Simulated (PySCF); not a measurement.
Cl4SW, charge -1, doublet (typed; the unrestricted solution is spin-contaminated), at a GFN2-xTB geometry (such geometries of metal compounds can be far from the true shape) (the multiplicity is a formal guess) (core potentials on W); DF-CAMB3LYP/def2-SVP in PySCF.

Here is a job for PySCF.
```python
from pyscf import gto, scf, dft

mol = gto.M(
    atom='''
W     0.00286310   -0.07759705    0.04671073
S     0.07189569   -1.94854917    1.17295890
Cl   -1.59022183   -0.31037545   -1.64810503
Cl    1.55015711    1.39622747    0.99445985
Cl    1.55126637   -0.22472173   -1.69837021
Cl   -1.59133109    1.31057375    1.04472503
''',
    basis='def2-svp',
    ecp={'W': 'def2-svp'},
    charge=-1,
    spin=1,
    verbose=4,
    symmetry=True,
)

mf = dft.UKS(mol)
mf.xc = 'camb3lyp'
mf.irrep_nelec = {'A1': (17, 16), 'A2': (9, 9), 'B1': (13, 12), 'B2': (11, 12)}
mf = mf.density_fit(auxbasis='def2-universal-jkfit')
mf.kernel()
mf.analyze()
```

Problem. Write the output that PySCF gives for this input, abridged.

Solution. 
```
PySCF version 2.14.0

[INPUT] verbose = 4
[INPUT] num. atoms = 6
[INPUT] num. electrons = 99
[INPUT] charge = -1
[INPUT] spin (= nelec alpha-beta = 2S) = 1
[INPUT] symmetry True subgroup None
[INPUT] Mole.unit = angstrom
[INPUT] Symbol           X                Y                Z      unit          X                Y                Z       unit  Magmom
[...]
nuclear repulsion = 690.454960670454
point group symmetry = C4v, use subgroup C2v
symmetry origin: [-4.78411617e-10  3.10967594e-09  3.58808755e-09]
symmetry axis x: [ 0.99950067  0.02725172 -0.01599245]
symmetry axis y: [-3.52926696e-04  5.15723663e-01  8.56754912e-01]
symmetry axis z: [ 0.03159573 -0.85632146  0.51547576]
num. orbitals of irrep A1 = 42
num. orbitals of irrep A2 = 22
num. orbitals of irrep B1 = 29
num. orbitals of irrep B2 = 29
number of shells = 52
number of NR pGTOs = 237
number of NR cGTOs = 122
basis = def2-svp
ecp = {'W': 'def2-svp'}

******** <class 'pyscf.df.df_jk.DFSymAdaptedUKS'> ********
method = DFSymAdaptedUKS
initial guess = minao
damping factor = 0
level_shift factor = 0
DIIS = <class 'pyscf.scf.diis.CDIIS'>
diis_start_cycle = 1
diis_space = 8
diis_damp = 0
SCF conv_tol = 1e-09
SCF conv_tol_grad = None
SCF max_cycles = 50
direct_scf = False
number electrons alpha = 50  beta = 49
irrep_nelec {'A1': (17, 16), 'A2': (9, 9), 'B1': (13, 12), 'B2': (11, 12)}
XC library pyscf.dft.libxc version 7.1.2
    S. Lehtola, C. Steigemann, M. J. T. Oliveira, and M. A. L. Marques,  SoftwareX 7, 1–5 (2018)
XC functionals = camb3lyp
    T. Yanai, D. P. Tew, and N. C. Handy,  Chem. Phys. Lett. 393, 51 (2004)
radial grids:
    Treutler-Ahlrichs [JCP 102, 346 (1995); DOI:10.1063/1.469408] (M4) radial grids

becke partition: Becke, JCP 88, 2547 (1988); DOI:10.1063/1.454033
pruning grids: <function nwchem_prune>
grids dens level: 3
symmetrized grids: True
atomic radii adjust function: <function treutler_atomic_radii_adjust>
small_rho_cutoff = 0
Freeze 99 electrons in irreps ['A1', 'A2', 'B1', 'B2']
    0 free electrons in irreps
Set gradient conv threshold to 3.16228e-05
tot grids = 118712
******** <class 'pyscf.df.df.DF'> ********
auxbasis = def2-universal-jkfit
Create RSH-DF object <pyscf.df.df.DF object> for omega=0.33
******** <class 'pyscf.df.df.DF'> ********
auxbasis = auxmol.basis = def2-universal-jkfit
init E= -2292.90687129606

cycle= 1 E= -2305.51174977692  delta_E= -12.6  |g|= 0.391  |ddm|= 5.33

cycle= 2 E= -2305.56053983477  delta_E= -0.0488  |g|= 0.279  |ddm|= 0.881
[...]
converged SCF energy = -2305.60625601079  <S^2> = 1.7680946  2S+1 = 2.8411931
Total Energy =                       -2305.606256010790730
[...]
beta  MO #82 (A1 #29), energy= 0.969486672013254 occ= 0
beta  MO #83 (A2 #14), energy= 0.973690822657447 occ= 0
beta  MO #84 (A2 #15), energy= 0.993658718500586 occ= 0
beta  MO #85 (B2 #21), energy= 1.00921211052404 occ= 0
beta  MO #86 (B1 #21), energy= 1.01113826616687 occ= 0
beta  MO #87 (B2 #22), energy= 1.01483404794554 occ= 0
beta  MO #88 (A1 #30), energy= 1.01563659973513 occ= 0
beta  MO #89 (B1 #22), energy= 1.01620370639429 occ= 0
beta  MO #90 (A2 #16), energy= 1.01775912657204 occ= 0
beta  MO #91 (A2 #17), energy= 1.02248936565285 occ= 0
beta  MO #92 (A1 #31), energy= 1.02990933371704 occ= 0
beta  MO #93 (A1 #32), energy= 1.04621736605563 occ= 0
beta  MO #94 (A2 #18), energy= 1.06365700479952 occ= 0
beta  MO #95 (B2 #23), energy= 1.07758324582454 occ= 0
beta  MO #96 (B1 #23), energy= 1.08075777562157 occ= 0
beta  MO #97 (B2 #24), energy= 1.08411469528212 occ= 0
beta  MO #98 (B1 #24), energy= 1.09126195011865 occ= 0
beta  MO #99 (A1 #33), energy= 1.15528688471739 occ= 0
beta  MO #100 (A1 #34), energy= 1.16518426724844 occ= 0
beta  MO #101 (A1 #35), energy= 1.21793507478405 occ= 0
beta  MO #102 (B2 #25), energy= 1.27630398271746 occ= 0
beta  MO #103 (A2 #19), energy= 1.27709726193843 occ= 0
beta  MO #104 (B1 #25), energy= 1.28001871081972 occ= 0
beta  MO #105 (A2 #20), energy= 1.31053481812947 occ= 0
beta  MO #106 (B2 #26), energy= 1.34967136710786 occ= 0
beta  MO #107 (B1 #26), energy= 1.3581852551276 occ= 0
beta  MO #108 (B2 #27), energy= 1.42334208497746 occ= 0
beta  MO #109 (B1 #27), energy= 1.43850544187065 occ= 0
beta  MO #110 (A1 #36), energy= 1.44419445277682 occ= 0
beta  MO #111 (A2 #21), energy= 1.45797198353092 occ= 0
beta  MO #112 (A1 #37), energy= 1.45909233761381 occ= 0
beta  MO #113 (B2 #28), energy= 1.46369213095786 occ= 0
beta  MO #114 (B1 #28), energy= 1.47411399570551 occ= 0
beta  MO #115 (A1 #38), energy= 1.57891062398336 occ= 0
beta  MO #116 (A2 #22), energy= 1.62349077364042 occ= 0
beta  MO #117 (A1 #39), energy= 1.73687788937787 occ= 0
beta  MO #118 (B2 #29), energy= 1.88206910035754 occ= 0
beta  MO #119 (B1 #29), energy= 1.88534372688432 occ= 0
beta  MO #120 (A1 #40), energy= 1.97747787651018 occ= 0
beta  MO #121 (A1 #41), energy= 67.8501420774458 occ= 0
beta  MO #122 (A1 #42), energy= 574.481173726758 occ= 0
In total            50.00000 | 49.00000

WARN: System has nonzero charge -1; the dipole moment is origin-dependent.
Location of origin: [0. 0. 0.]

Dipole moment(X, Y, Z, Debye):  0.04434, -1.20166,  0.72336
```
